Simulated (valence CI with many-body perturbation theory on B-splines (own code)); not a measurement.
## Run record, Cu6+

Method: configuration interaction combined with many-body perturbation theory (CI+MBPT): five valence electrons over a frozen Dirac-Fock core [Ar], a basis of 6 s, 6 p, 5 d, 5 f, 1 g functions for each j, with the one-electron correlation potential Σ1 (screened to all orders), the two-electron term Σ2, Breit, model QED; selected single and double excitations, second order for the rest, scaled by the run's own slope (own B-spline code, finite nucleus).

Command, and the settings that its task file holds:

```sh
python run_cv.py task.json out
```

```
atom Cu  Z=29  mass_number=63  rms_radius_fm=3.8823
core [Ar]
valence 3d5
avg = 1
basis = S
breit = 1
cap = 10000
capref = 1200
cscale = 1
de = 0.0
dress = 0
eps = 2e-08
extrap = 1
h = 0.27
hh = 1
l2 = 3
lcore = 6
maxit = 60
n2 = 5
natural = 1
nlev = 21
nno = [3, 3, 3, 3, 1]
nroot = 26
nsp = [3, 3, 2, 2, 0]
pt2 = 1
qed = 1
rpa = 1
s1 = 1
s2 = 1
s3 = 0
screen = 1
tol = 2e-05
whole = 1
```

It took 51 s on 1 thread of Arm Neoverse V1, on a shared host.

Log. The first blocks belong to the next ion, which gives the ionisation energy. Fields: 2J, parity (1 odd), roots, reference size, generating configurations, candidates as configurations/state functions, variational space P, stored matrix elements, Davidson steps; e2 is the range of second-order energies in hartree. The first line gives the box (bohr), its intervals, the orbitals and the steps of their self-consistent field. Window is the range of levels sought, series limit the energy at which the first omitted orbital would enter, core excitation an estimate of the first excitation out of the core, left out the lowest levels not solved, and shifts from estimates the range by which levels moved from their first estimate, all in cm⁻¹.

```
rmax 13.7 intervals 64 orbitals 40 references ['3d5', '3d4 4s', '3d4 4p'] scf 6 t 1.2
2J=0 par=0 roots 2 ref 19 generators 8 cand 486/965 P 501/984 nnz 0 it 0
2J=0 par=0 roots 2 ref 19 generators 20 cand 1507/3714 P 2008/4698 nnz 2.2e+06 it 6
   second order: generators 36 cand 9381/20997 e2 -0.00008 -0.00003
2J=2 par=0 roots 2 ref 43 generators 8 cand 174/882 P 193/925 nnz 0 it 0
2J=2 par=0 roots 2 ref 43 generators 20 cand 798/4029 P 991/4954 nnz 4.1e+06 it 8
   second order: generators 30 cand 9093/57342 e2 -0.00036 -0.00018
2J=4 par=0 roots 2 ref 61 generators 8 cand 118/824 P 138/885 nnz 0 it 0
2J=4 par=0 roots 2 ref 61 generators 21 cand 585/3996 P 723/4881 nnz 5.2e+06 it 11
   second order: generators 28 cand 7028/66305 e2 -0.00081 -0.00048
reference levels 556, estimated 31, window 78672 1/cm; series limit 838270, core excitation 512851
2J=5 par=0 roots 8 ref 81 generators 5 cand 72/882 P 273/3453 nnz 2.9e+06 it 9
2J=5 par=0 roots 8 ref 81 generators 6 cand 524/6541 P 797/9994 nnz 2.1e+07 it 9
   second order: generators 80 cand 33077/1114077 e2 -0.00169 -0.00060
2J=11 par=0 roots 3 ref 35 generators 3 cand 94/962 P 339/3397 nnz 2.8e+06 it 6
2J=11 par=0 roots 3 ref 35 generators 3 cand 699/6601 P 1038/9998 nnz 2.2e+07 it 8
   second order: generators 55 cand 28013/846673 e2 -0.00064 -0.00049
2J=7 par=0 roots 6 ref 72 generators 3 cand 42/704 P 226/3127 nnz 2.5e+06 it 7
2J=7 par=0 roots 6 ref 72 generators 4 cand 533/6811 P 759/9938 nnz 2.1e+07 it 9
   second order: generators 64 cand 31327/1171482 e2 -0.00172 -0.00126
2J=9 par=0 roots 4 ref 56 generators 3 cand 72/858 P 279/3312 nnz 2.7e+06 it 6
2J=9 par=0 roots 4 ref 56 generators 3 cand 580/6673 P 859/9985 nnz 2.2e+07 it 8
   second order: generators 67 cand 29124/1039645 e2 -0.00121 -0.00091
2J=3 par=0 roots 5 ref 67 generators 3 cand 76/769 P 307/3211 nnz 2.4e+06 it 5
2J=3 par=0 roots 5 ref 67 generators 3 cand 706/6721 P 1013/9932 nnz 2e+07 it 10
   second order: generators 64 cand 31038/846355 e2 -0.00108 -0.00076
2J=1 par=0 roots 3 ref 39 generators 3 cand 181/962 P 570/3433 nnz 2.5e+06 it 6
2J=1 par=0 roots 3 ref 39 generators 4 cand 1054/6724 P 1624/10157 nnz 1.6e+07 it 7
   second order: generators 61 cand 28196/430756 e2 -0.00045 -0.00037
2J=13 par=0 roots 1 ref 18 generators 1 cand 115/872 P 436/3352 nnz 2.7e+06 it 4
2J=13 par=0 roots 1 ref 18 generators 2 cand 808/6249 P 1244/9601 nnz 1.7e+07 it 5
   second order: generators 30 cand 24145/592752 e2 -0.00030 -0.00030
left out: unestimated 119192, estimated 107756, shifts from estimates -2 to 171
operators 1.4
```

The Davidson iterations converged.

Against 22 measured levels this calculation errs by 733 cm⁻¹ on average and by 2281 at most. Among the levels kept, up to 390 cm⁻¹ of a level comes from second order outside the variational space, and about a tenth of that is noise between levels of different J, which matters for small intervals. Only levels of the ground parity were solved; by the run's estimate the other parity begins above the list, which can be wrong where configurations are misplaced.

| Item | Value |
| --- | --- |
| Valence energy | -36.74445 hartree |
| Ionisation energy | 137.49 eV (NIST: 139 ± 1.2 eV (semi-empirical)) |
| Reference configurations for the orbitals | 3d5, 3d4 4s, 3d4 4p |
| Radial orbitals | 40 |
| Box radius | 13.7 bohr |
| Largest variational space | 10157 |
| Lowest levels | 3d⁵ ⁶S_5/2 0.0, 3d⁵ ⁴G_11/2 46125, 3d⁵ ⁴G_5/2 46199, 3d⁵ ⁴G_9/2 46250, 3d⁵ ⁴G_7/2 46255, 3d⁵ ⁴P_5/2 52145, 3d⁵ ⁴P_3/2 52497, 3d⁵ ⁴P_1/2 52949, 3d⁵ ⁴D_7/2 55813, 3d⁵ ⁴D_1/2 56343, 3d⁵ ⁴D_3/2 56674, 3d⁵ ⁴D_5/2 56700, 3d⁵ ²I_11/2 66979, 3d⁵ ²I_13/2 67113 cm⁻¹ |
